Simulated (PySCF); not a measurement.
Gas-phase equilibrium of 1 mol GeF4, 22 mol H2 at 1400 K and 1.00 bar, among 16 species (GeH4, Ge2H6, F2, GeF2, GeF3, F, H, GeH3F, GeHF3, HF, H2, Ge3H8, GeH3, GeH2F2, GeH2, GeF4). Only gases are allowed; each row takes one source of thermochemistry for all species, and Cantera finds the minimum.

Computed with PySCF and rigid-rotor harmonic-oscillator thermochemistry at 1 bar. † marks an energy on the PBE0/def2-TZVP geometry and frequencies. MP2 freezes the core. Open shells (unrestricted) among the columns below: F (multiplicity 2, electronic degeneracy 6), H (multiplicity 2); the rest are closed-shell singlets. Spin-orbit splitting is ignored; it lowers the true energy and changes the entropy of F. Ge: all electrons, no relativistic terms. GeHF3, GeH2F2, GeH2: computed as isolated molecules; such fragments, hydroxides, amides, oligomers or adducts are transient or little studied in the gas. MP2 isn't extrapolated to the basis-set limit. The harmonic model lacks anharmonicity and excited electronic states, which grow with temperature; levels with a mode under 35 cm⁻¹ are left out.

Molecules larger than those listed are left out, and so are free Ge atoms, whose spin-orbit terms are large. Also missing: (HF)n, which can matter at low temperature or high pressure. Table species left out: H2F2, H3F3, H4F4.

Mole fractions:

```tsv
thermochemistry	x H2	x HF	x GeF2	x H	x GeHF3	x GeH2F2	x F	x GeH2
HF/def2-TZVP†	0.87	0.083	0.042	0.00052	4.2e-6	1.9e-6	8.7e-7	7.9e-7
MP2/def2-TZVPP†	0.87	0.083	0.042	1.4e-5	2.4e-6	1.1e-6	1.5e-12	1.3e-7
PBE0/def2-QZVP†	0.87	0.083	0.042	1.2e-5	3.0e-7	3.6e-7	1.2e-11	4.4e-7
PBE0/def2-SVP†	0.87	0.083	0.042	1.7e-5	1.8e-6	1.1e-6	6.2e-11	1.4e-7
r2SCAN/def2-TZVP†	0.88	0.083	0.042	6.9e-6	1.8e-6	3.4e-7	2.6e-11	1.0e-8
LDA/def2-TZVP†	0.88	0.083	0.042	2.5e-6	1.2e-6	8.0e-7	<1e-12	4.3e-8
```
The most sensitive of these is F: it spans a factor of 10^5.9 over these rows; at this temperature one factor of ten is RT ln 10 = 27 kJ/mol.
